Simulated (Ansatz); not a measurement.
Spectroscopic constants of NaSi+, multiplicity 3 (lowest of 2S+1 = 1, 3, 5 at CCSD(T)/def2-TZVPP on PBE0 minima; our sources give no spin for the ground state, which may be another).

Constants: fifth-degree fit in 1/R to seven points, most abundant isotopes. Runs in def2 and cc sets follow the lowest solution found near the PBE0 minimum.

The values were computed with Ansatz (a first-principles code) with Gaussian orbitals. Each number belongs to the level named beside it.

Energies at B3LYP/def2-TZVPP:

| R (Å) | E (hartree) |
|---|---|
| 2.923083 | -451.50396715 |
| 3.001660 | -451.50468051 |
| 3.073952 | -451.50503601 |
| 3.155672 | -451.50516182 |
| 3.237393 | -451.50505618 |
| 3.331686 | -451.50471396 |
| 3.441694 | -451.50409556 |

**Question.** With a reduced mass of 12.6197 u, find the minimum, the force constant and the constants.

**Answer.** A fifth-degree polynomial in 1/R puts the minimum at r_e = 3.1558 Å with force constant 15.0 N/m. Then ω_e = (1/2πc)√(k/μ) = 142 cm⁻¹ and B_e = h/(8π²cμr_e²) = 0.1341 cm⁻¹; the cubic and quartic terms give α_e = 0.0017 and ω_e x_e = 1.2 cm⁻¹.
